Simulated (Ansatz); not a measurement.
Input file for CH3Cl2GaO, SMILES `C[O][Ga]([Cl])[Cl]`:

```yaml
crystal:
  periodic: [false, false, false]
  atoms:
    - {symbol: C, position_ang: [-0.401092, -0.567243, 1.115795]}
    - {symbol: O, position_ang: [0.261091, 0.552271, 0.565265]}
    - {symbol: Ga, position_ang: [0.519808, 0.776460, -1.158703]}
    - {symbol: Cl, position_ang: [-0.169449, -0.676076, -2.546650]}
    - {symbol: Cl, position_ang: [1.525889, 2.510304, -1.817027]}
    - {symbol: H, position_ang: [0.270089, -1.073129, 1.815742]}
    - {symbol: H, position_ang: [-1.284715, -0.229713, 1.665144]}
    - {symbol: H, position_ang: [-0.721631, -1.292864, 0.360435]}
basis:
  gaussian: {orbitals: def2-TZVPP}
correlation: {method: ccsd_t}
output: {orbitals: {seedname: orbitals}}
```

```sh
$ ansatz run in.yaml --threads 4 --pin off --events-out ev --progress --plain --max-ram 10444MiB
```

Log, shortened:

```
Functional definition: HF
1442 factors; integrals over basis functions are off by at most 1.0e-3 eV
mean field evaluation 1: about -80459.2488 eV, gradient 3.8e1 eV
mean field evaluation 2: about -80459.4430 eV, gradient 3.8e1 eV
mean field evaluation 4: about -80462.4044 eV, gradient 3.8e0 eV
mean field evaluation 8: about -80462.4542 eV, gradient 2.4e-1 eV
mean field -80462.45453005 eV, -2956.9406645688 hartree, gradient 3.3e-6 eV, S^2 0.000000; 0 other end points of the search recorded, 0 dependent functions left out
21 core orbitals not correlated: weight in the atoms' cores, before any rotation towards them, 1.000 or more for the frozen orbitals, at most 0.000 for the correlated occupied ones
reference -80462.45453005 eV, -2956.9406645688 hartree; 20, 20 occupied and 195, 195 virtual orbitals, 1442 factors
second order -27.25723679 eV of doubles, -0.00000000 eV of singles
cycle   1  -27.40679331 eV  change   -1.5e-1 eV  update   1.2e-1
cycle   2  -28.10443459 eV  change   -7.0e-1 eV  update   3.6e-2
cycle   3  -28.25549893 eV  change   -1.5e-1 eV  update   2.0e-2
cycle   4  -28.24321868 eV  change    1.2e-2 eV  update   5.4e-3
cycle   5  -28.23829203 eV  change    4.9e-3 eV  update   3.0e-3
cycle   6  -28.23958983 eV  change   -1.3e-3 eV  update   9.9e-4
cycle   7  -28.23939644 eV  change    1.9e-4 eV  update   4.1e-4
cycle   8  -28.23936257 eV  change    3.4e-5 eV  update   1.1e-4
cycle   9  -28.23941705 eV  change   -5.4e-5 eV  update   3.7e-5
cycle  10  -28.23941397 eV  change    3.1e-6 eV  update   1.1e-5
perturbative correction -1.17402047 eV, -0.0431444567 hartree
Total energy: -80491.86796449 eV, -2958.0215883474 hartree
```

Hardware: 4 threads of an Intel Xeon Platinum 8259CL on a shared host. Wall time 110 s, peak host memory 4.2 GiB.

Correlation energy per correlated electron: -0.735 eV. T1 diagnostic: 0.0127.
